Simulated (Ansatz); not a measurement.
Frontier orbitals of AlCl$_{2}$H$_{6}$NSi$_{2}$, SMILES `[SiH3][N]([SiH3])[Al]([Cl])[Cl]`.

Charge 0, multiplicity 1. All single points use the PBE0-D4/def2-TZVP geometry. It is one conformer, not always the lowest. Basis def2-TZVPP, Ansatz 0.2.0.

| functional | HOMO (eV) | LUMO (eV) | gap (eV) |
| --- | --- | --- | --- |
| PBE | -6.84 | -1.92 | 4.92 |
| r2SCAN | -7.15 | -1.54 | 5.61 |
| B97M-V | -7.27 | -1.75 | 5.52 |
| PBE0 | -8.13 | -1.08 | 7.05 |
| r2SCANh | -7.62 | -1.27 | 6.35 |
| ωB97M-V | -10.37 | 0.60 | 10.97 |

Against PBE, PBE0 changes HOMO and LUMO by −1.29 and +0.84 eV, ωB97M-V by −3.54 and +2.51 eV. A gap of 4.92 eV thus becomes 10.97 eV for the same molecule, so an orbital gap means little without its functional. A positive LUMO is unbound and depends on the basis.
